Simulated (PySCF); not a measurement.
Which determinant of SnC⁺ lies lowest?

Unrestricted PBE0; basis Sn x2c-SVPall, C x2c-SVPall; spin-free X2C with a Gaussian nucleus; PySCF 2.14. Outer shells of the fragments: Sn+ 4d10 5s2 5p1; C 2s2 2p2.

Followed along the bond (rough minima from three points):

```csv
2Ms+1,unpaired,⟨S²⟩ at the start,R at minimum (Å),Te (eV)
4,"σ ↑, π ↑↑",3.75,2.13,0.00
2,"σ ↑, π ↑↓",1.76,2.14,0.67
2,"σ ↓, π ↑↑",1.77,2.13,0.68
2,σ ↑,0.86,2.19,1.61
2,π ↑,0.75,none in the scan,≤ 1.33
```

Solutions found at the starting distance of 2.160 Å, counted from the lowest of them; the search is not exhaustive and high or unbound solutions are not listed, so other states can lie among these:

```
2Ms+1   unpaired   term  E (eV)  ⟨S²⟩  ⟨Lz²⟩  μ (D)
    4  σ ↑, π ↑↑    ⁴Σ⁻    0.00  3.75   0.00  -0.92
    2  σ ↑, π ↑↓  mixed    0.67  1.76   2.01  -0.87
    2  σ ↓, π ↑↑  mixed    0.67  1.77   0.00  -1.10
    2        π ↑     ²Π    1.45  0.75   1.00  -0.52
    2        σ ↑  mixed    1.61  0.86   2.00  -0.24
    2        π ↑  mixed    2.04  1.18   1.00  -0.77
```

A term symbol is given only where ⟨S²⟩ and ⟨Lz²⟩ are close to those of a pure state; real π, δ and φ orbitals otherwise mix terms. A positive dipole points towards C; it is taken about the centre of mass and depends on that origin.

Spin–orbit coupling is left out.
